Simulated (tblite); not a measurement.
Compound: C5H10NP.
Numbering: `[CH:1]#[C:2][CH2:3][P:4]([NH2:5])[CH2:6][CH3:7]` (hydrogens: H8 on C1; H9, H10 on C3; H11, H12 on N5; H13, H14 on C6; H15, H16, H17 on C7)

Computed with GFN2-xTB (tblite), gas phase: L-BFGS steps from a force-field or distance-geometry start until the largest atomic force falls under 0.01 eV/Å.

Geometry at step 5:
```
atom  x, y, z in Å
C1      3.4110   -0.3839   -1.1951
C2      2.3929   -0.4759   -0.5770
C3      1.1544   -0.5656    0.1569
P4     -0.1864    0.4265   -0.7158
N5      0.3414    1.9999   -0.2301
C6     -1.5548    0.2449    0.5477
C7     -2.2400   -1.1073    0.4466
H8      4.3109   -0.3120   -1.7277
H9      1.2927   -0.2175    1.1840
H10     0.8256   -1.6073    0.1799
H11    -0.3057    2.7006   -0.5929
H12     1.2482    2.2064   -0.6497
H13    -1.1709    0.4135    1.5607
H14    -2.2802    1.0351    0.3340
H15    -2.6251   -1.2702   -0.5575
H16    -1.5493   -1.9163    0.6778
H17    -3.0717   -1.1588    1.1483
```

Problem. Give the atomic forces at this geometry.

Solution. 
| atom | Fx (eV/Å) | Fy (eV/Å) | Fz (eV/Å) |
| --- | --- | --- | --- |
| C1 | 0.263 | 0.050 | -0.165 |
| C2 | -0.307 | -0.002 | 0.212 |
| C3 | -0.080 | 0.065 | -0.033 |
| P4 | 0.003 | -0.079 | -0.026 |
| N5 | 0.013 | 0.030 | -0.056 |
| C6 | 0.138 | 0.078 | 0.070 |
| C7 | -0.031 | -0.071 | 0.047 |
| H8 | 0.018 | -0.003 | -0.015 |
| H9 | -0.041 | 0.148 | -0.003 |
| H10 | -0.033 | -0.050 | -0.043 |
| H11 | 0.052 | -0.100 | 0.096 |
| H12 | -0.068 | -0.103 | 0.084 |
| H13 | 0.062 | 0.018 | -0.121 |
| H14 | 0.022 | 0.032 | -0.017 |
| H15 | 0.000 | 0.016 | -0.022 |
| H16 | -0.008 | 0.003 | 0.010 |
| H17 | -0.002 | -0.031 | -0.019 |

The largest, 0.37 eV/Å, acts on C2; the rms over all components is 0.088 eV/Å. The forces sum to zero within rounding, as they must for an isolated molecule in no field.

Problem. Give the force on C2 in Eh/bohr and in nN.

Solution. 0.373 eV/Å ÷ 51.422 = 0.00726 Eh/bohr, and 0.373 eV/Å × 1.602 = 0.60 nN.

Problem. How far is this geometry from the end of the optimisation?

Solution. 0.025 eV above it, and 0.107 Å rms away after alignment. The bonds farthest from their final lengths, with half the difference of the two atoms' forces along the bond (positive lengthens):

| bond | now (Å) | final (Å) | force along bond (eV/Å) |
| --- | --- | --- | --- |
| C3–P4 | 1.882 | 1.873 | -0.07 |
| P4–C6 | 1.871 | 1.866 | -0.02 |
| N5–H11 | 1.020 | 1.016 | -0.08 |
| P4–N5 | 1.729 | 1.725 | +0.05 |
| C6–H13 | 1.096 | 1.093 | -0.11 |
| N5–H12 | 1.020 | 1.017 | -0.08 |

The angle farthest from its final value is C3–P4–N5, 97.6° against 94.8°.

Hardware: one thread, Arm Neoverse V1, on a shared host.
